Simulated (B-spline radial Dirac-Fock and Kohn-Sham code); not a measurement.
Energy-loss ionisation edge L2 (2p1/2) of Tm

System: neutral thulium, configuration [Xe] 4f13 6s2. Model: the first Born approximation with generalised oscillator strengths from a Dirac-Hartree-Slater potential (longitudinal and transverse terms; continuum final states only, so no white lines or fine structure). Program: an atomic code on a B-spline grid. The edge is taken at 9617.0 eV (tabulated value).

Partial cross sections σ(β, Δ) in barn, integrated over a window Δ above the edge and up to the collection semi-angle β, for parallel illumination:

```tsv
E₀ (kV)	β (mrad)	Δ = 25 eV	Δ = 50 eV	Δ = 100 eV	Δ = 200 eV	Δ = 300 eV
60	5	0.00221	0.00422	0.00816	0.0158	0.0230
60	100	0.572	1.10	2.13	4.14	6.07
80	50	0.255	0.488	0.945	1.83	2.68
80	100	0.667	1.28	2.48	4.83	7.09
100	5	?	?	?	?	?
100	10	0.0165	0.0314	0.0607	0.117	0.171
100	100	0.722	1.39	2.69	5.24	7.69
120	5	0.00519	0.00989	0.0191	0.0368	0.0537
120	50	0.351	0.670	1.30	2.52	3.68
120	100	0.756	1.45	2.82	5.49	8.06
200	20	0.135	0.258	0.498	0.962	1.41
200	50	0.469	0.897	1.74	3.38	4.95
300	20	0.209	0.398	0.769	1.49	2.17
300	50	0.555	1.06	2.06	4.01	5.89
```

Q: Give the row for 100 kV and 5 mrad.

A: 0.00416 b for 25 eV, 0.00794 b for 50 eV, 0.0153 b for 100 eV, 0.0296 b for 200 eV, 0.0432 b for 300 eV.

Values without a named source are computed, but for edge energies of neutral atoms, which are taken from tables.
